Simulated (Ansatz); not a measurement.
Mulliken charges of CH4ClFGeSi (`F[C@H]1[SiH2][Ge@@H]1[Cl]`) from ωB97M-V/def2-TZVPP in Ansatz (PBE0-D4/def2-TZVP geometry).

```csv
atom,x (Å),y (Å),z (Å),charge (e)
F1,-0.010,-0.080,2.222,-0.210
C2,0.161,0.346,0.932,-0.049
Si3,1.113,-0.627,-0.400,0.112
Ge4,-1.096,0.077,-0.595,0.227
Cl5,-1.777,1.921,-1.468,-0.265
H6,0.441,1.406,0.908,0.122
H7,1.148,-2.090,-0.159,0.010
H8,2.376,-0.096,-0.968,-0.004
H9,-2.266,-0.903,-0.489,0.056
```

**Question.** By hand: the dipole of these point charges (1 e Å = 4.8032 D).

**Answer.** Σ q r = (0.270, -0.462, -0.217) e Å, of length 0.577 e Å = 2.77 D.

**Question.** How does the dipole of the full density compare? (Best estimate.)

**Answer.** Ansatz gave: (0.247, -0.240, -0.162) e Å, 1.83 D; the point charges give 1.51 times that, at 15° from its direction.

Point charges leave out the atoms' own dipoles, such as those of lone pairs, and Mulliken's split depends on the basis, so the two needn't agree.
